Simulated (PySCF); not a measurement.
Al(CF3)(OH)2 (CH2AlF3O2), SMILES [OH][Al]([OH])[C](F)(F)F. Atoms are numbered in the order given.

```xyz
9

Al     0.3677     0.7852     0.5342
C     -0.3418    -0.7768    -0.5149
F     -1.6990    -0.8894    -0.3792
F      0.1867    -1.9723    -0.1355
F     -0.0951    -0.6476    -1.8527
O      1.3998     0.4165     1.8415
H      1.8226     1.0338     2.4561
O     -0.1654     2.3107    -0.0106
H      0.0400     3.1857     0.3485
```

Geometry: PBE-D3(BJ)/def2-SVP. The structure was generated by enumeration; whether it is a known compound was not checked. One conformer was computed; it need not be the lowest.

Computed with PySCF with PBE-D3(BJ)/def2-SVP.

Frequencies are harmonic and unscaled.

A small imaginary wavenumber (i) marks a very flat motion, where grid noise or a shallow saddle decides the sign.

```tsv
mode	ν (cm⁻¹)	IR (km/mol)	moving atoms (share of kinetic energy)
1	5i	0.0	O 48 %, F 47 %
2	105	0.0	O 45 %, F 42 %
3	119	0.0	F 65 %, O 16 %
4	196	9.7	O 62 %, F 20 %, H 15 %
5	235	0.3	F 54 %, O 22 %, Al 13 %
6	256	1.5	H 92 %
7	277	43.0	Al 64 %, F 17 %, O 16 %
8	332	233.9	H 85 %, O 12 %
9	367	41.3	Al 45 %, F 27 %, O 15 %, H 13 %
10	454	312.8	H 85 %, O 12 %
11	498	6.3	F 90 %
12	499	0.2	F 91 %
13	530	3.8	H 60 %, O 40 %
14	695	13.0	F 80 %, C 12 %
15	805	134.6	O 46 %, Al 31 %, H 14 %, F 9 %
16	937	79.2	Al 50 %, O 45 %
17	1049	215.1	C 70 %, F 29 %
18	1075	234.1	C 71 %, F 28 %
19	1173	129.1	C 76 %, F 21 %
20	3836	62.6	H 94 %
21	3841	104.1	H 94 %
```
